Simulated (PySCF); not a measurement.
H₃Si₂, SMILES [Si][SiH3] (connectivity only; charge and spin as stated), neutral, multiplicity 2.

The structure is a stationary point at B3LYP-D3(BJ)/def2-TZVP. The isomer is the one that the SMILES or the coordinates give; other isomers of the formula were not compared.

Two levels are set side by side: PBE/def2-TZVPD (PySCF) and r2SCAN/def2-TZVPD (PySCF). Same geometry, gas phase. Differences are taken from unrounded values.

| quantity | PBE |
|---|---|
| α-spin orbital gap (eV) | 0.36 |
| β-spin orbital gap (eV) | 1.80 |
| dipole moment (D) | 0.25 |
| mean polarisability (bohr³) | 72.5 |

### Question
These are the PBE values. What does r2SCAN give? (Estimate from the structure and the level; the computed values follow.)

### Answer

| quantity | r2SCAN | PBE minus r2SCAN |
|---|---|---|
| α-spin orbital gap (eV) | 0.84 | -0.49 |
| β-spin orbital gap (eV) | 2.03 | -0.24 |
| dipole moment (D) | 0.21 | 0.04 |
| mean polarisability (bohr³) | 70.6 | 1.9 |

Rough cost on one machine, each run with all the roots and properties that it gave: r2SCAN against PBE about 4 times.
